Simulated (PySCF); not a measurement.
Match the calculated data to a structure.

All candidates are C2H8N2Si2.

- NMR, other nuclei: isotropic shieldings of nuclei other than C and H, by class: -187 (1 N), 239 (1 N), 356 (1 Si), 427 (1 Si) ppm [GIAO PBE0/pcSseg-1]
- UV, first state: lowest singlet excitation: 4.09 eV (303 nm, f = 0.001) [TDDFT PBE0/def2-SVPD]
- Triplet: lowest triplet excitation (Tamm–Dancoff): 3.52 eV [TDA PBE0/def2-SVPD]
- 13C NMR: chemical shifts (computed TMS as zero) by class: 203.2 (1 C), 35.5 (1 C) ppm [GIAO PBE0/pcSseg-1]
- 1H NMR: chemical shifts (computed TMS as zero) by class: 9.37 (1 H), 5.26 (1 H), 3.99 (3 H), 2.34 (1 H), 1.20 (2 H) ppm [GIAO PBE0/pcSseg-1]
- Rotational structure: rotational constants A, B, C: 4.321, 1.524, 1.278 GHz [GFN2-xTB]
- Polarisability: 87.3 au [PBE0/def2-SVPD]
- UV, strongest line: among the 8 lowest singlet transitions: S8 at 6.89 eV (180 nm, f = 0.082) [TDDFT PBE0/def2-SVPD]
- Dipole: 1.93 D [PBE0/def2-SVPD]

Gas-phase values; electronic properties from PySCF, density fitting. Levels stand in brackets. One conformer (not necessarily the lowest) at the GFN2-xTB geometry, without solvent, vibrations or thermal averaging. NMR classes are plain means over equivalent atoms (diastereotopic ones count apart unless rotation or inversion swaps them), as if these changed places fast.

Problem. Which candidate is it?
A. `N#CC[Si@H](N)[SiH3]`
B. `N[Si@@H]1N=C[C@H]1[SiH3]`
C. `CN([SiH3])[SiH2]C#N`
D. `C#C[Si@H](N)[SiH2]N`
E. `C[Si@](N)([SiH3])C#N`

Solution. B. It is `N[Si@@H]1N=C[C@H]1[SiH3]`. Numbering: `[NH2:1][Si@@H:2]1[N:3]=[CH:4][C@H:5]1[SiH3:6]`. Its formula, C2H8N2Si2, gives 2 degrees of unsaturation: 1 ring and 1 π bond in the structure found. 2 carbons fall into 2 classes; from least to most shielded: C=N carbon [C4] (203.2 ppm), ring sp3 carbon bound to silicon [C5] (35.5 ppm). Hydrogen classes from least to most shielded: 1 H on a C=N carbon, C4 (9.37 ppm), 1 H on an SiH silicon, Si2 (5.26 ppm), 3 H on an SiH3 silicon, Si6 (3.99 ppm), 1 H on an sp3 carbon bound to silicon, C5 (2.34 ppm), 2 H on a silicon-bound nitrogen, N1 (1.20 ppm). The other shieldings belong to: -187 ppm, C=N nitrogen [N3]; 239 ppm, silicon-bound nitrogen [N1]; 356 ppm, SiH silicon [Si2]; 427 ppm, SiH3 silicon [Si6]. S1 is mainly HOMO→LUMO (weight 0.96); the largest Löwdin shares of the orbital it empties are 0.54 on the C=N nitrogen, 0.14 on the sp3 carbon bound to silicon, 0.08 on the SiH silicon and 0.08 on the C=N carbon, of the orbital it fills 0.35 on the C=N carbon, 0.26 on the C=N nitrogen, 0.08 on the SiH silicon and 0.07 on the sp3 carbon bound to silicon. The optimised geometry has point group C1 and is an asymmetric top.

The others, at the same levels:
- `C#C[Si@H](N)[SiH2]N` fails: its computed 13C shifts are 102.3 (1 C), 92.3 (1 C) ppm, 1H shifts are 5.02 (1 H), 5.01 (1 H), 4.86 (1 H), 2.05 (1 H), 0.52 (2 H), 0.00 (2 H) ppm and lowest singlet excitation is 5.46 eV (227 nm, f = 0.007) (against 4.09 eV).
- `C[Si@](N)([SiH3])C#N` fails: its computed 13C shifts are 127.7 (1 C), 2.7 (1 C) ppm, 1H shifts are 3.39 (3 H), 0.58 (3 H), 0.23 (2 H) ppm and lowest singlet excitation is 5.57 eV (223 nm, f = 0.014) (against 4.09 eV).
- `CN([SiH3])[SiH2]C#N` fails: its computed 13C shifts are 124.1 (1 C), 36.1 (1 C) ppm, 1H shifts are 4.98 (2 H), 4.68 (3 H), 3.00 (3 H) ppm and lowest singlet excitation is 5.34 eV (232 nm, f = 0.003) (against 4.09 eV).
- `N#CC[Si@H](N)[SiH3]` fails: its computed 13C shifts are 121.7 (1 C), 2.7 (1 C) ppm, 1H shifts are 5.52 (1 H), 3.49 (3 H), 1.87 (1 H), 1.78 (1 H), 0.10 (2 H) ppm and lowest singlet excitation is 5.97 eV (208 nm, f = 0.005) (against 4.09 eV).

Each candidate is one conformer, not necessarily the lowest. Dipoles, sizes and rotational constants follow the conformer. The torsions of the flexible species, by atom-mapped SMILES:
- `[NH2:1][Si@@H:2]1[N:3]=[CH:4][C@H:5]1[SiH3:6]`: H–N1–Si2–N3 -108°, H–N1–Si2–N3 27°
- `[CH:1]#[C:2][Si@H:3]([NH2:4])[SiH2:5][NH2:6]`: C2–Si3–Si5–N6 20°, H–N4–Si3–C2 61°, H–N4–Si3–C2 -77°, H–N6–Si5–Si3 -39°, H–N6–Si5–Si3 -178°
- `[CH3:1][Si@:2]([NH2:3])([SiH3:4])[C:5]#[N:6]`: H–N3–Si2–C1 164°, H–N3–Si2–C1 -55°
- `[CH3:1][N:2]([SiH3:3])[SiH2:4][C:5]#[N:6]`: C1–N2–Si4–C5 46°
- `[N:1]#[C:2][CH2:3][Si@H:4]([NH2:5])[SiH3:6]`: C2–C3–Si4–N5 180°, H–N5–Si4–C3 -171°, H–N5–Si4–C3 49°
